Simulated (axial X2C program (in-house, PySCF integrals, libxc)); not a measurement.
**AsP⁺: from Re and ωe to a spectrum**

A bond curve at the LDA level, with spin–orbit coupling, was computed with an in-house relativistic program for diatomic molecules (basis As dyall-cv3z [9s9p6d4f1g], P dyall-v3z [8s7p2d1f] (cores contracted in-house)) for the state Ω = 3/2 (⟨Sz⟩ = 0.50, ⟨Lz⟩ = 1.00 at LDA). Its fit gives Re = 2.0921 Å, ωe = 532.5 cm⁻¹, ωexe = 1.48 cm⁻¹ and αe = 7.036e-04 cm⁻¹; the masses are 74.9216 and 30.9738 u. Two-component means X2C with spin–orbit coupling and atomic mean-field Coulomb and Gaunt terms.

(1) Find the reduced mass, Be and the force constant.

(2) Estimate the centrifugal constant by the Kratzer relation.

(3) A Morse curve ties αe to the other constants (Pekeris). How well does that hold?

(4) Where do the fundamental and the first overtone lie?

One determinant describes the state; a PBE0 search over occupations chose it and may have missed a lower one. Density functionals use the spin component along the axis (collinear). The functionals have no current-density term, which raises determinants with orbital currents, atoms included. At some level and bond length an empty orbital lies below a filled one.

Results:

(1) From the LDA values: μ = 21.9141 u. Be = 16.8576/(μ Re²) = 0.1758 cm⁻¹. k = 5.8918×10⁻⁷ μ ωe² = 3.66 mdyn/Å.

(2) D = 4Be³/ωe² = 7.66e-08 cm⁻¹.

(3) αe(Morse) = 6Be²/ωe × (√(ωexe/Be) − 1) = 6.620e-04 cm⁻¹; the LDA curve gives 7.036e-04 cm⁻¹, a ratio of 0.94.

(4) ν(1←0) = ωe − 2ωexe = 529.5 cm⁻¹; ν(2←0) = 2ωe − 6ωexe = 1056.1 cm⁻¹.
